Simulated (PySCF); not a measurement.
**Relaxation of singlet Be₂S₂**

Level of theory: PBE0 in PySCF with Be def2-TZVP, S def2-TZVP; no relativity; density-fitted integrals. A (50,194) grid was used.

A start at or just off a symmetric point, pushed along the force that breaks its symmetry, of C2h symmetry, free to break it:

```xyz
4
charge 0 multiplicity 1, angstrom
Be    0.0500    0.0301    1.0595
Be   -0.0500   -0.0301   -1.0595
S    -0.0202   -0.0109    2.9200
S     0.0202    0.0109   -2.9200
```

Task: What forces act on the atoms at the start (eV/Å)?

Result: 
```
atom     Fx     Fy     Fz
 Be1   0.63   0.37   0.18
 Be2  -0.63  -0.37  -0.18
  S3  -0.22  -0.13  -0.21
  S4   0.22   0.13   0.21
```

Task: What does it relax to?

Result: It ends at D2h with Be–S 1.924 Å (×4); Be–S–Be 60.8° (×2), S–Be–S 119.2° (×2). A frequency run shows a minimum.

Task: How much energy is released, and in how many steps?

Result: 565.4 kJ/mol in 17 steps.

The relaxation took about 60 core-seconds on a shared host.
